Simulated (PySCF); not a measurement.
Be(Me)(SMe) (C2H6BeS), SMILES [S]([Be][CH3])C.

The structure is a stationary point at r2SCAN-D4/def2-SVP. Other conformers were not sampled.

Calculation: PBE/def2-TZVPD (PySCF).

```yaml
total_energy: -492.51985 hartree
highest_occupied_level: -5.78 eV
lowest_empty_level: -1.54 eV
orbital_gap: 4.24 eV
dipole_moment: 1.45 D
quadrupole, principal values (traceless, Buckingham form, about the centre of nuclear charge): -4.67, -0.66, 5.33 D·Å
mean_static_polarisability: 67.3 bohr³ (9.97 Å³)
polarisability_principal_values: 56.1, 63.2, 82.5 bohr³
```
